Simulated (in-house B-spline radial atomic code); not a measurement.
Radial electron density of the zirconium ion Zr⁷⁺, [Ne] 3s2 (3p1/2)1 (3p3/2)4 3d10 4s2 (4p1/2)2 (4p3/2)1 (7g9/2)1. Method: Dirac-Hartree-Fock, average of the jj configuration, Fermi nucleus of rms radius 4.2694 fm. Calculated with a radial B-spline atomic code at the basis-set limit.

Columns: r (bohr), 4πr²n(r) (electrons per bohr), bar.

```
  0.0016    1.645 #
 0.00201    2.464 ##
 0.00254    3.695 ###
  0.0032    5.452 ####
 0.00404    7.963 ######
  0.0051    11.42 ########
 0.00643    16.01 ############
 0.00811    21.82 ################
  0.0102    28.66 #####################
  0.0129    36.26 ###########################
  0.0163    43.42 ################################
  0.0205    48.62 ####################################
  0.0259    50.62 #####################################
  0.0327     48.8 ####################################
  0.0412    44.71 #################################
   0.052    41.94 ###############################
  0.0656     44.4 #################################
  0.0827    52.35 ######################################
   0.104    60.08 ############################################
   0.132     59.6 ############################################
   0.166    49.43 ####################################
   0.209    38.84 ############################
   0.264    37.95 ############################
   0.333     43.3 ################################
    0.42    41.36 ##############################
    0.53    28.32 #####################
   0.668    14.74 ###########
   0.843    8.619 ######
    1.06     6.85 #####
    1.34    4.344 ###
    1.69    1.649 #
    2.13   0.3839 
    2.69  0.07104 
     3.4 0.002198 
    4.28  0.09039 
     5.4  0.05441 
    6.81   0.0368 
    8.59   0.2113 
    10.8  0.09552 
    13.7 0.006664 
    17.2 7.941e-05 
    21.8 7.259e-08 
    27.4 2.635e-11
```

On this grid the curve has 5 maxima, near 0.0259, 0.104, 0.333, 4.28, 8.59 bohr.

The 4p3/2 radial function P(r) = rR(r), positive near the nucleus, with its small component Q(r) (sign convention: Q ≈ (P' + κP/r)/2c):

| r (bohr) | P | Q |
| --- | --- | --- |
| 0.00201 | 0.001299 | -9.537e-05 |
| 0.0032 | 0.003183 | -0.0002338 |
| 0.0051 | 0.007705 | -0.0005662 |
| 0.00811 | 0.01816 | -0.001336 |
| 0.0129 | 0.04132 | -0.003046 |
| 0.0205 | 0.08863 | -0.006568 |
| 0.0327 | 0.1742 | -0.01308 |
| 0.052 | 0.2915 | -0.02272 |
| 0.0827 | 0.3674 | -0.03189 |
| 0.132 | 0.2244 | -0.03085 |
| 0.209 | -0.2266 | -0.012 |
| 0.333 | -0.5766 | 0.01231 |
| 0.53 | -0.08965 | 0.01506 |
| 0.843 | 0.8777 | -0.001001 |
| 1.34 | 0.9445 | -0.00829 |
| 2.13 | 0.2761 | -0.002946 |
| 3.4 | 0.01466 | -0.0001674 |
